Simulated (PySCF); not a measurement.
# Substituent chemical shifts

Parent skeleton `[CH3:1][C:2](=[S:3])[S:4][SiH2:5][Cl:6]`; one hydrogen on atom 5 is replaced by X. Hydrogens on one atom are averaged.

No solvent, averaged over atoms made equivalent by symmetry, fast rotation or ring inversion, non-relativistic Hamiltonian, single conformer. Geometry from GFN2-xTB; shielding tensors at PBE0/pcSseg-1 (GIAO); PySCF.

Scale: ¹³C, ²⁹Si, ¹H against TMS; ³³S vs CS2; ³⁵Cl vs HCl (reference shieldings calculated alike).

Parent (X = H): C1 43.4, C2 255.9, S3 833.8, S4 278.0, Si5 -24.9, Cl6 -35.2, H(C1) 3.23, H(Si5) 5.61 ppm. Effects are Δδ = δ(X) − δ(H), positive for deshielding.

Task: Give Δδ (ppm) for X = ethynyl, SSiH3, CH2SiH3, nPr, Cl, propynyl, iPr, allyl.

Result: 
```csv
X,SMILES,C1,C2,S3,S4,Si5,Cl6,H(C1),H(Si5)
ethynyl,C#C[Si@@H](Cl)SC(C)=S,+1.1,+2.5,-2.6,-18.1,-17.7,+42.5,-0.06,+0.16
SSiH3,CC(=S)S[Si@@H](Cl)S[SiH3],+0.8,+0.5,+10.5,+1.8,+26.1,+95.3,-0.03,+0.75
CH2SiH3,CC(=S)S[Si@@H](Cl)C[SiH3],+1.7,+4.6,-20.8,-23.1,+27.3,+30.0,-0.07,+0.47
nPr,CCC[Si@@H](Cl)SC(C)=S,+1.0,-0.4,+16.6,-9.7,+29.9,+24.6,-0.03,+0.30
Cl,CC(=S)S[SiH](Cl)Cl,+0.8,+1.7,+7.3,+13.0,+25.5,+101.5,-0.10,+0.72
propynyl,CC#C[Si@@H](Cl)SC(C)=S,+1.2,+2.4,-11.7,-12.3,-17.7,+43.1,-0.09,+0.15
iPr,CC(=S)S[Si@@H](Cl)C(C)C,+1.0,-0.6,+12.3,-9.7,+36.6,-0.1,-0.02,+0.31
allyl,C=CC[Si@@H](Cl)SC(C)=S,+1.9,+0.7,+28.6,-11.9,+28.2,+14.0,-0.05,-0.38
```

Task: Which position responds most, and to which substituents?

Result: Cl6: from -0.1 ppm with iPr to +101.5 ppm with Cl.
